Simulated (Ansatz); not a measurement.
C₅H₁₀BN⁺, that is BEt2(CN) with one electron fewer. Charge 1, multiplicity 2. Geometry PBE-D4/def2-SVP, that of the neutral singlet; atoms count from 1.

Cartesian coordinates in Å:
```
B 0.0996 0.0016 0.0459
C -1.0648 0.8259 0.7019
C -0.9456 1.2492 2.1701
H -2.0417 0.3389 0.4849
H -1.0814 1.7360 0.0434
H -1.7703 1.9235 2.4771
H -0.9709 0.3685 2.8441
H 0.0111 1.7751 2.3647
C -0.1174 -0.9299 -1.1994
C 1.0676 -1.2227 -2.1267
H -1.0199 -0.6075 -1.7644
H -0.4507 -1.8792 -0.6999
H 0.8207 -1.9900 -2.8878
H 1.3851 -0.3095 -2.6703
H 1.9492 -1.5818 -1.5582
C 1.5259 0.1099 0.6557
N 2.6032 0.1920 1.1190
```

(1) Estimate the Mulliken populations from the PBE0/def2-TZVP orbitals of Ansatz.

(2) Where does the spin sit?

(3) And the Mayer bond orders between heavy atoms (over 0.3)?

## Answers

(1) 
```json
{"atom": "B1", "charge (e)": "0.24", "spin (α − β)": "0.15"}
{"atom": "C2", "charge (e)": "-0.24", "spin (α − β)": "0.19"}
{"atom": "C3", "charge (e)": "-0.36", "spin (α − β)": "0.06"}
{"atom": "H4", "charge (e)": "0.20", "spin (α − β)": "-0.01"}
{"atom": "H5", "charge (e)": "0.22", "spin (α − β)": "0.02"}
{"atom": "H6", "charge (e)": "0.21", "spin (α − β)": "0.06"}
{"atom": "H7", "charge (e)": "0.19", "spin (α − β)": "0.01"}
{"atom": "H8", "charge (e)": "0.17", "spin (α − β)": "0.00"}
{"atom": "C9", "charge (e)": "-0.24", "spin (α − β)": "0.19"}
{"atom": "C10", "charge (e)": "-0.36", "spin (α − β)": "0.06"}
{"atom": "H11", "charge (e)": "0.20", "spin (α − β)": "-0.01"}
{"atom": "H12", "charge (e)": "0.22", "spin (α − β)": "0.02"}
{"atom": "H13", "charge (e)": "0.21", "spin (α − β)": "0.06"}
{"atom": "H14", "charge (e)": "0.19", "spin (α − β)": "0.01"}
{"atom": "H15", "charge (e)": "0.17", "spin (α − β)": "0.00"}
{"atom": "C16", "charge (e)": "-0.12", "spin (α − β)": "-0.03"}
{"atom": "N17", "charge (e)": "0.10", "spin (α − β)": "0.23"}
```
Mulliken values depend strongly on the basis.

(2) Summed by element: B 0.15, C 0.46, H 0.15, N 0.23, of 1 unpaired in all. Largest on single atoms: N17 0.23, C9 0.19, C2 0.19.

(3) B1–C2 0.95 (1.57 Å); B1–C9 0.95 (1.57 Å); B1–C16 1.05 (1.56 Å); C2–C3 1.02 (1.53 Å); C9–C10 1.02 (1.53 Å); C16–N17 2.71 (1.18 Å).
